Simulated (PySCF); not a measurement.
A calculated (B2PLYP, PySCF 2.14, def2-TZVPPD, no relativity, point nucleus) atom or ion has these occupied shells.

```
shell  electrons  orbital energy (eV)  rms radius, mean of both spins (bohr)
 1s α          1              -915.03                                  0.183
 1s β          1              -912.10                                  0.183
 2s α          1              -90.165                                  0.909
 2s β          1              -81.338                                  0.909
 2p α          3              -64.020                                  0.905
 2p β          1              -59.040                                  0.905
```

**Question.** Name the element and its charge.

**Answer.** Ne²⁺ (neon, charge +2), in [He] 2s2 2p4, high-spin 3P determinant.
